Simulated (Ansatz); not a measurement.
C2H2BFO, SMILES `FB1C=CO1`. The species carries charge 0 and has multiplicity 1.

```tsv
atom	x (Å)	y (Å)	z (Å)
F1	-2.154	-0.684	0.459
B2	-0.970	-0.218	0.184
C3	0.515	-0.668	0.097
C4	0.640	0.616	-0.239
O5	-0.686	1.116	-0.185
H6	1.225	-1.468	0.200
H7	1.430	1.306	-0.516
```

Problem. What are the harmonic wavenumbers in cm⁻¹ at PBE0-D4/def2-TZVP (Ansatz, finite differences of forces, unscaled)? (Estimate.)

Solution. The calculation gave: 156, 404, 635, 660, 743, 806, 917, 958, 1062, 1107, 1298, 1523, 1608, 3210, 3318.

Problem. Is this a minimum?

Solution. Yes, all 15 modes are real.

Problem. Give the ideal-gas thermochemistry at 298.15 K and 1 bar (rigid rotor, harmonic oscillator; point group Cs, symmetry number 1).

Solution. Zero-point energy 110.1 kJ/mol; H(298) − E = 124.1 kJ/mol; entropy 286.9 J/(mol·K), of which translation 162.2, rotation 103.1, vibration 21.7; G(298) − E = 38.5 kJ/mol.

Problem. And at 400, 500, 600, 800 and 1000 K?

Solution. 
```csv
T (K),H − E (kJ/mol),S (J/mol/K),G − E (kJ/mol)
400,131.8,309.3,8.1
500,140.9,329.5,-23.8
600,151.1,348.0,-57.7
800,173.8,380.6,-130.7
1000,198.7,408.3,-209.6
```

Problem. Rotational constants (cm⁻¹)?

Solution. 0.4584, 0.1683, 0.1231.
